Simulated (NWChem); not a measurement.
System: C2H4FNSi; SMILES [SiH2]1C=N[C@H]1F

```xyz
9

F      0.4869    -1.8614    -0.2296
C      0.0347    -0.7735     0.4463
N     -1.2816    -0.3323    -0.0266
C     -1.1299     0.9322    -0.2158
Si     0.7397     0.9778     0.0252
H     -0.0417    -1.0361     1.5169
H     -1.9820     1.5693    -0.4910
H      1.3953     1.8582     1.0427
H      1.5119     1.0370    -1.2496
```
Atoms are numbered in this order, from 1.

Program: NWChem. Geometry: optimised at PBE0/def2-SVP. Level: PBE0/def2-SVP with SMD (1 M gas to 1 M solution), gas-phase geometry. Reactions with the solvent are ignored.

For solvent water:

```
Quantity                                     Value
-------------------------------------------  -----
cavity-dispersion-structure term (kcal/mol)    3.1
dipole in solution (D)                        3.64
```

Question: What are these values for solvent toluene?

Answer: The cavity-dispersion-structure term (kcal/mol) is 0.8 and the dipole in solution (D) is 3.23.
